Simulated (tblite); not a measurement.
Task: What does the GFN2-xTB structure of `CO[SiH2]/C=C/C=C\Cl` look like in three dimensions?

Result: 
Z-matrix in Å and degrees, rows numbered from 1:
```
C 
O   1  1.3919
Si  2  1.6233  1  128.36
C   3  1.8704  2  101.00  1   179.99
C   4  1.3359  3  123.13  2  -179.87
C   5  1.4403  4  123.92  3   179.91
C   6  1.3337  5  126.02  4   179.92
Cl  7  1.7171  6  123.82  5     0.02
H   1  1.0907  2  108.13  3  -179.97
H   1  1.0928  2  110.94  3    60.34
H   1  1.0928  2  110.96  3   -60.29
H   3  1.4697  2  111.31  1    60.25
H   3  1.4697  2  111.38  1   -60.29
H   4  1.0834  3  118.69  2     0.11
H   5  1.0810  4  119.69  3    -0.09
H   6  1.0821  5  116.70  4    -0.07
H   7  1.0785  6  123.08  5  -179.93
```

The 8 heavy atoms lie in one plane (0.001 Å rms). Of the pairs four or more bonds apart, Cl8···H15 is among the closest relative to their van der Waals radii: 2.73 Å, 92 % of the sum of Bondi's values. The C–C distances run from 1.334 Å (C6=C7, drawn double) to 1.440 Å (C5–C6, drawn single), a spread of 0.106 Å. O2 (silyl ether oxygen) is bent (angle 128.4°).

Structure optimised with GFN2-xTB, isolated species.

Point group: Cs (tolerance 0.08 Å). Its GFN2-xTB frequencies are all real (lowest 23 cm⁻¹). One conformer, not necessarily the lowest (C1–O2–Si3–C4 180°, O2–Si3–C4–C5 180°, C4–C5–C6–C7 180°). 3 starts were optimised and ended at 0.00, 0.53 and 1.43 kcal/mol (GFN2-xTB); the lowest of these is shown.

These are computed values.
